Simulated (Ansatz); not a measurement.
Calculation: r2SCAN-D4/def2-TZVP run with Ansatz (a first-principles code). No frequencies were computed at this level.

Ansatz 0.2 input:
```yaml
crystal:
  periodic: [false, false, false]
  atoms:
    - { symbol: S, position_ang: [1.802909, -0.202828, -0.716054] }
    - { symbol: Al, position_ang: [-0.008433, 0.712161, 0.111628] }
    - { symbol: S, position_ang: [-1.816017, -0.431019, 0.59596] }
    - { symbol: H, position_ang: [1.818149, -1.177804, 0.193347] }
    - { symbol: H, position_ang: [-0.01267, 2.215898, 0.362398] }
    - { symbol: H, position_ang: [-1.783938, -1.116406, -0.547277] }
basis:
  gaussian: { orbitals: def2-tzvp }
hamiltonian:
  xc: r2scan
  dispersion: d4
relax:
  max_steps: 150
```

Output:

```
Functional definition: r2SCAN
913 factors; their error is unknown
mean field evaluation 1: about -28315.6444 eV, gradient 2.5e1 eV
mean field evaluation 2: about -28315.7232 eV, gradient 2.7e1 eV
mean field evaluation 4: about -28317.3699 eV, gradient 1.6e0 eV
mean field evaluation 8: about -28317.3716 eV, gradient 5.8e-2 eV
mean field evaluation 16: about -28317.3603 eV, gradient 1.0e-4 eV
mean field -28317.36030643 eV, -1040.6437970651 hartree, gradient 2.1e-5 eV, S^2 0.000000; 0 other end points of the search recorded, 0 dependent functions left out
reference -28317.36031782 eV, -1040.6437974838 hartree; 24, 24 occupied and 105, 105 virtual orbitals, 913 factors
relax step   1: F+E_penalty+E_count = -28317.39070888 eV  Δ(F+E_penalty+E_count) = +0.000e0 eV  max|allowed force component| = 7.449e-1 eV/Å  Δτ_max = 0.0000 Å  (29 SCF iters, accepted)
these checks for a lower state are left out or cut short: starts, cluster_reference, orbital_swaps, neighbouring_geometries, increment
913 factors; their error is unknown
mean field -28317.45841660 eV, -1040.6474025473 hartree, gradient 1.3e-5 eV, S^2 0.000000; 0 other end points of the search recorded, 0 dependent functions left out
reference -28317.45842792 eV, -1040.6474029633 hartree; 24, 24 occupied and 105, 105 virtual orbitals, 913 factors
relax step   2: F+E_penalty+E_count = -28317.48887133 eV  Δ(F+E_penalty+E_count) = -9.816e-2 eV  max|allowed force component| = 4.645e-1 eV/Å  Δτ_max = 0.1949 Å  (34 SCF iters, accepted)
these checks for a lower state are left out or cut short: starts, cluster_reference, orbital_swaps, neighbouring_geometries, increment
913 factors; their error is unknown
mean field evaluation 32: about -28317.5151 eV, gradient 2.7e-4 eV
mean field -28317.51514199 eV, -1040.6494871669 hartree, gradient 1.2e-5 eV, S^2 0.000000; 0 other end points of the search recorded, 0 dependent functions left out
reference -28317.51515331 eV, -1040.6494875828 hartree; 24, 24 occupied and 105, 105 virtual orbitals, 913 factors
relax step   3: F+E_penalty+E_count = -28317.54571307 eV  Δ(F+E_penalty+E_count) = -5.684e-2 eV  max|allowed force component| = 6.660e-1 eV/Å  Δτ_max = 0.1950 Å  (35 SCF iters, accepted)
these checks for a lower state are left out or cut short: starts, cluster_reference, orbital_swaps, neighbouring_geometries, increment
913 factors; their error is unknown
mean field -28317.55549741 eV, -1040.6509702013 hartree, gradient 1.1e-5 eV, S^2 0.000000; 0 other end points of the search recorded, 0 dependent functions left out
reference -28317.55550857 eV, -1040.6509706113 hartree; 24, 24 occupied and 105, 105 virtual orbitals, 913 factors
relax step   4: F+E_penalty+E_count = -28317.58627711 eV  Δ(F+E_penalty+E_count) = -4.056e-2 eV  max|allowed force component| = 6.488e-1 eV/Å  Δτ_max = 0.1944 Å  (30 SCF iters, accepted)
these checks for a lower state are left out or cut short: starts, cluster_reference, orbital_swaps, neighbouring_geometries, increment
913 factors; their error is unknown
mean field -28317.60321545 eV, -1040.6527238070 hartree, gradient 1.4e-5 eV, S^2 0.000000; 0 other end points of the search recorded, 0 dependent functions left out
reference -28317.60322658 eV, -1040.6527242160 hartree; 24, 24 occupied and 105, 105 virtual orbitals, 913 factors
relax step   5: F+E_penalty+E_count = -28317.63396941 eV  Δ(F+E_penalty+E_count) = -4.769e-2 eV  max|allowed force component| = 1.696e-1 eV/Å  Δτ_max = 0.2000 Å  (33 SCF iters, accepted)
these checks for a lower state are left out or cut short: starts, cluster_reference, orbital_swaps, neighbouring_geometries, increment
913 factors; their error is unknown
mean field -28317.60918564 eV, -1040.6529432072 hartree, gradient 8.4e-6 eV, S^2 0.000000; 0 other end points of the search recorded, 0 dependent functions left out
reference -28317.60919680 eV, -1040.6529436176 hartree; 24, 24 occupied and 105, 105 virtual orbitals, 913 factors
relax step   6: F+E_penalty+E_count = -28317.63986854 eV  Δ(F+E_penalty+E_count) = -5.899e-3 eV  max|allowed force component| = 6.289e-2 eV/Å  Δτ_max = 0.0735 Å  (29 SCF iters, accepted)
these checks for a lower state are left out or cut short: starts, cluster_reference, orbital_swaps, neighbouring_geometries, increment
913 factors; their error is unknown
mean field -28317.60972610 eV, -1040.6529630688 hartree, gradient 1.4e-5 eV, S^2 0.000000; 0 other end points of the search recorded, 0 dependent functions left out
reference -28317.60973727 eV, -1040.6529634793 hartree; 24, 24 occupied and 105, 105 virtual orbitals, 913 factors
relax step   7: F+E_penalty+E_count = -28317.64041076 eV  Δ(F+E_penalty+E_count) = -5.422e-4 eV  max|allowed force component| = 3.818e-2 eV/Å  Δτ_max = 0.0230 Å  (29 SCF iters, accepted)
these checks for a lower state are left out or cut short: starts, cluster_reference, orbital_swaps, neighbouring_geometries, increment
913 factors; their error is unknown
mean field evaluation 64: about -28317.6248 eV, gradient 4.2e-1 eV
mean field -28317.60982008 eV, -1040.6529665228 hartree, gradient 1.3e-5 eV, S^2 0.000000; 0 other end points of the search recorded, 0 dependent functions left out
reference -28317.60983126 eV, -1040.6529669333 hartree; 24, 24 occupied and 105, 105 virtual orbitals, 913 factors
relax step   8: F+E_penalty+E_count = -28317.64049482 eV  Δ(F+E_penalty+E_count) = -8.406e-5 eV  max|allowed force component| = 5.586e-3 eV/Å  Δτ_max = 0.0082 Å  (30 SCF iters, accepted)
913 factors; their error is unknown
mean field -28317.60982008 eV, -1040.6529665228 hartree, gradient 1.3e-5 eV, S^2 0.000000; 1 other end points of the search recorded, 0 dependent functions left out
reference -28317.60983126 eV, -1040.6529669333 hartree; 24, 24 occupied and 105, 105 virtual orbitals, 913 factors
Total energy: -28317.64050599 eV, -1040.6540942090 hartree
Atom 0 at     1.894374    -0.138472    -0.313138 Å, force     0.000815     0.000668     0.000448 eV/Å
Atom 1 at    -0.007763     0.836917     0.133269 Å, force    -0.000158     0.004425     0.000576 eV/Å
Atom 2 at    -1.890647    -0.263151     0.249187 Å, force    -0.000692     0.000779    -0.000149 eV/Å
Atom 3 at     1.362102    -1.368329    -0.421570 Å, force     0.000089    -0.000105    -0.000624 eV/Å
Atom 4 at    -0.022166     2.389090     0.380326 Å, force     0.000022    -0.005586    -0.000827 eV/Å
Atom 5 at    -1.335901    -1.456052    -0.028072 Å, force    -0.000076    -0.000181     0.000576 eV/Å
Dipole moment:     0.001916    -0.205847    -0.032743 e Å
```

Cost: roughly 28 core-seconds.
